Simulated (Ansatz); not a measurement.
C$_{5}$H$_{4}$O$_{2}$ (`O=c1ccocc1`). Charge 0, multiplicity 1.

```tsv
atom	x (Å)	y (Å)	z (Å)
O1	0.5091	0.6495	-2.3290
C2	0.2581	0.3292	-1.1806
C3	0.1920	-1.0550	-0.7218
C4	-0.0885	-1.3458	0.5533
O5	-0.3276	-0.4179	1.4985
C6	-0.2798	0.8760	1.1311
C7	-0.0096	1.2877	-0.1126
H8	0.3740	-1.8528	-1.4300
H9	-0.1533	-2.3462	0.9608
H10	-0.4870	1.5294	1.9686
H11	0.0125	2.3458	-0.3382
```

(1) Give the diagnostics of a CCSD(T)/def2-TZVPP run (frozen core, the Gaussian-basis code of Ansatz). (Estimate.)

## Answers

(1) The calculation gave: T1 = 0.0158, largest single amplitude 0.052, largest double 0.065, (T) share of the correlation energy 4.7 %, 11 CCSD cycles. The RHF solution is stable towards an unrestricted one. T1 lies under the customary mark of 0.02 for closed shells.
